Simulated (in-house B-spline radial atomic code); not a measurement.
RPA and G0W0 for Ge²⁺, [Ar] 3d10 4s2, as one setting changes: the radius of a hard wall (bohr). Start: PBE. A dash marks a level of low quasi-particle weight. Computed with an all-electron radial atomic-structure program (B-spline basis): all electrons, non-relativistic, point nucleus, each spin shell either full or empty, empty states to l = 9 with an (l + 1/2)⁻⁴ tail; G0W0 by contour deformation at full frequency.

```json
{"radius of a hard wall (bohr)": "2", "mean-field level (eV)": "21.047", "G0W0 level (eV)": "4s 12.617", "RPA correlation (Eh)": "-2.3465"}
{"radius of a hard wall (bohr)": "2.5", "mean-field level (eV)": "-10.362", "G0W0 level (eV)": "4s -17.613", "RPA correlation (Eh)": "-2.3318"}
{"radius of a hard wall (bohr)": "3", "mean-field level (eV)": "-21.378", "G0W0 level (eV)": "4s -27.886", "RPA correlation (Eh)": "-2.3144"}
{"radius of a hard wall (bohr)": "3.5", "mean-field level (eV)": "?", "G0W0 level (eV)": "?", "RPA correlation (Eh)": "?"}
{"radius of a hard wall (bohr)": "4", "mean-field level (eV)": "-27.508", "G0W0 level (eV)": "4s -33.19", "RPA correlation (Eh)": "-2.2909"}
{"radius of a hard wall (bohr)": "5", "mean-field level (eV)": "-28.584", "G0W0 level (eV)": "4s -33.93", "RPA correlation (Eh)": "-2.2829"}
{"radius of a hard wall (bohr)": "6", "mean-field level (eV)": "-28.758", "G0W0 level (eV)": "4s -33.99", "RPA correlation (Eh)": "-2.281"}
{"radius of a hard wall (bohr)": "8", "mean-field level (eV)": "?", "G0W0 level (eV)": "?", "RPA correlation (Eh)": "?"}
{"radius of a hard wall (bohr)": "12", "mean-field level (eV)": "-28.784", "G0W0 level (eV)": "4s -33.99", "RPA correlation (Eh)": "-2.28"}
```

Task: What belongs in the row for 8?

Result: mean-field level (eV): -28.784; G0W0 level (eV): 4s -33.99; RPA correlation (Eh): -2.2803.

Task: What belongs in the row for 3.5?

Result: mean-field level (eV): -25.707; G0W0 level (eV): 4s -31.72; RPA correlation (Eh): -2.3002.
